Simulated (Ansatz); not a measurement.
System: Al₂, charge 0, triplet. Al2 (SMILES [Al][Al], triplet).
B3LYP-D3(BJ)/def2-TZVP minimum from Ansatz (a quantum-chemistry and plane-wave program):
```
Al
Al 1 2.7553
```
Charge 0, spin multiplicity 3.

Total energies in hartree (Ansatz). Radicals and triplets start from unrestricted determinants; spin-orbit coupling is neglected. Cores are frozen in correlated methods. No relativity. Where a partner has so few electrons that a lower coupled-cluster level is exact, that level stands in. The UHF reference of Al2 ([Al][Al], triplet) is spin-contaminated (<S^2> up to 0.04 over the pure value in the sets run).

```tsv
species	HF/cc-pV(T+d)Z	CCSD(T)/cc-pV(T+d)Z	HF/cc-pV(Q+d)Z	CCSD(T)/cc-pV(Q+d)Z	CCSD(T)/cc-pV(5+d)Z	CCSDT(Q)/cc-pV(5+d)Z
1: Al2 (SMILES [Al][Al], triplet)	-483.78772	-483.91296	-483.79051	-483.91929	-483.92140	-483.92339
2: Al (doublet)	-241.87908	-241.93131	-241.88044	-241.93374	-241.93453	-241.93497
```

Work out the atomisation energy (electronic, to ground-state atoms) in kJ/mol: take Hartree-Fock from cc-pV(Q+d)Z, extrapolate the CCSD(T) correlation energy as X^-3 (X = 3, 4), and add CCSDT(Q) - CCSD(T) in cc-pV(5+d)Z. 1 hartree = 2625.5 kJ/mol.


Species 1: correlation (64·(-0.12878) - 27·(-0.12524))/37 = -0.13136; step -0.00199; E1 = -483.79051 + (-0.13136) + (-0.00199) = -483.92386
Species 2: correlation (64·(-0.05330) - 27·(-0.05223))/37 = -0.05408; step -0.00044; E2 = -241.88044 + (-0.05408) + (-0.00044) = -241.93496
-1·E1 +2·E2 = 0.05394 hartree = 141.6 kJ/mol.
